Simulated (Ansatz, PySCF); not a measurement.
Cl4V, doublet, at a GFN2-xTB geometry (such geometries of metal compounds can be far from the true shape), with bond 4-1 at 2.4 times its length. Base run: CASSCF(5,4)/STO-3G in PySCF.

PySCF was given this input:
```python
from pyscf import gto, scf, mcscf
import numpy

mol = gto.Mole()
mol.atom = '''
    V     0.00000000   -0.00000000    0.00000000
    Cl    1.55096514   -0.55164710   -1.20032677
    Cl    0.41931295    0.46401878    1.93893140
    Cl   -1.78013638    4.10576635   -1.97007756
    Cl   -1.22855460   -1.62310766    0.08226102
'''
mol.basis = 'sto-3g'
mol.spin = 1
mol.verbose = 4
mol.build()

mf = scf.ROHF(mol)
mf.kernel()
mc = mcscf.CASSCF(mf, 4, 5)
mc.fix_spin_(ss=0.75)
mc.kernel()
occ = numpy.linalg.eigvalsh(mc.fcisolver.make_rdm1(mc.ci, mc.ncas, mc.nelecas))[::-1]
ss = mc.fcisolver.spin_square(mc.ci, mc.ncas, mc.nelecas)[0]
print('natural occupations', occ.round(4), ' <S^2>', round(ss, 4))
```

Programs used: Ansatz (a quantum-chemistry and plane-wave program), PySCF; a row that names a program was run with it.

Variants of this job, named by their change:

```
change                                                ΔE vs base (kcal/mol)                           natural occupations  <S^2> of the state        outcome
----------------------------------------------------  ---------------------  --------------------------------------------  ------------------  -------------
base                                                                  0.000                           2.00 1.00 1.00 1.00                0.75      converged
orbitals = fixed (CASCI)                                              30.22                           2.00 1.98 1.00 0.02                0.75      converged
active space = 3 electrons, 5 orbitals                                -1.90                      1.00 0.96 0.96 0.04 0.04                0.75      converged
active space = 9 electrons, 9 orbitals                               -33.76  1.99 1.99 1.99 1.00 0.98 0.98 0.03 0.03 0.01                0.75      converged
state_average = 2 states                                               0.66                                             -                   -      converged
active space = 9 electrons, 7 orbitals                                    -                                             -                   -  not converged
active space = 3 electrons, 3 orbitals                                0.000                                1.00 1.00 1.00                0.75      converged
fix_spin_ = off                                                      -0.001                           2.00 1.00 1.00 1.00                2.77      converged
conv_tol = 1e-5                                                       0.000                           2.00 1.00 1.00 1.00                0.75      converged
solver = newton                                                       26.55                           2.00 1.99 1.00 0.01                0.75      converged
code = ansatz; correction = SC-NEVPT2, all electrons                  -81.7                                             -                   -      converged
```

Active orbitals are taken around the Fermi level unless the row says otherwise; CASSCF can end in different local minima, and two programs can end on different orbitals. State-averaged rows give the lowest state.

Open shells are given as the SCF converged; they aren't shown to be the lowest states, and a large step between rows can be another state.

Ansatz warned in this series: the state or the total is in doubt.
